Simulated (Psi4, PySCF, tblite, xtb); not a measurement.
Approach curve of the dimer CH2O ··· H3O+ (SMILES C=O and [OH3+]) (charge +1). Monomers: optimised at B3LYP-D3(BJ) (def2-TZVP), held rigid. Orientation: lowest of the rigid-body minima from ten starts at GFN2-xTB. R is the distance of the centres of mass, along which the second monomer moves.

Geometry at R = 2.99 Å (first 4 atoms: monomer A):
```
8

C     -0.0058     0.0011     0.0000
O      1.1714    -0.2258    -0.0006
H     -0.7604    -0.8094    -0.0004
H     -0.4052     1.0341     0.0010
O      3.4258     0.8532    -0.0027
H      3.8727     0.8185     0.8700
H      2.5158     0.4865     0.0107
H      3.9758     0.5043    -0.7364
```

Computed with: PBE-D3(BJ)/def2-TZVP, counterpoise-corrected (Psi4); GFN2-xTB (tblite); RHF/6-31G* = restricted Hartree-Fock/6-31G*, spherical d, no counterpoise correction (PySCF); SCS-MP2/aug-cc-pVTZ = DF-SCS-MP2/aug-cc-pVTZ, frozen core, counterpoise-corrected in Psi4; GFN1-xTB (xtb).

Interaction energies in kJ/mol (negative: bound); R is the distance of the centres of mass, d the O2···H7 distance.

| R / Å | d / Å | PBE-D3(BJ)/def2-TZVP | GFN2-xTB | RHF/6-31G* | SCS-MP2/aug-cc-pVTZ | GFN1-xTB |
|---|---|---|---|---|---|---|
| 2.82 | 1.35 | -123.69 | -97.06 | -118.90 | -111.87 | -116.61 |
| 2.99 | 1.52 | -128.68 | -106.06 | -127.21 | -119.07 | -120.08 |
| 3.19 | 1.72 | -118.78 | -98.63 | -121.56 | -111.39 | -110.20 |
| 3.41 | 1.94 | -102.21 | -83.84 | -107.59 | -96.68 | -95.34 |
| 3.68 | 2.20 | -82.53 | -66.89 | -88.67 | -78.70 | -78.12 |
| 4.03 | 2.55 | -62.31 | -51.22 | -68.07 | -60.15 | -59.55 |
| 4.47 | 2.99 | -44.86 | -38.97 | -49.69 | -44.33 | -42.71 |
| 5.22 | 3.74 | -27.92 | -26.98 | -31.84 | -28.98 | -27.81 |
| 6.20 | 4.72 | -17.49 | -18.29 | -20.97 | -18.88 | -19.00 |
| 7.51 | 6.02 | -11.13 | -12.02 | -13.66 | -12.12 | -12.68 |

Lowest grid point: PBE-D3(BJ)/def2-TZVP -128.68 kJ/mol at R = 2.99 Å; GFN2-xTB -106.06 kJ/mol at R = 2.99 Å; RHF/6-31G* -127.21 kJ/mol at R = 2.99 Å; SCS-MP2/aug-cc-pVTZ -119.07 kJ/mol at R = 2.99 Å; GFN1-xTB -120.08 kJ/mol at R = 2.99 Å.
